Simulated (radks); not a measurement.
The mean radii <r> (bohr) of the occupied orbitals of an atom or ion are listed with their occupations. Calculated with a radial shooting solver on a logarithmic mesh with Libxc functionals: scalar-relativistic Kohn-Sham, PBEsol, spin-polarised, spherical densities, finite nucleus; Fermi nuclear charge, rms radius of each element as measured or else 0.836 A^(1/3) + 0.57 fm.

orbital  occ.      <r>
1s up       1  0.01967
1s down     1  0.01967
2s up       1  0.08271
2s down     1  0.08268
2p up       3  0.07346
2p down     3  0.07344
3s up       1   0.2029
3s down     1   0.2030
3p up       3   0.1993
3p down     3   0.1994
3d up       1   0.1764

Name the element and its charge. Open shells, if any, are filled with parallel spins first.

Answer. Z = 70, ytterbium, charge +51: Yb51+ in [Ar] 3d1. The 1s radius gives Z: for a bare nucleus <r> = (2 gamma + 1)/(2Z) with gamma = sqrt(1 - (Z/c)^2), 0.01942 bohr for Z = 70, and screening makes it slightly larger (0.01967 here). The occupations add up to 19, and the charge is Z minus that.
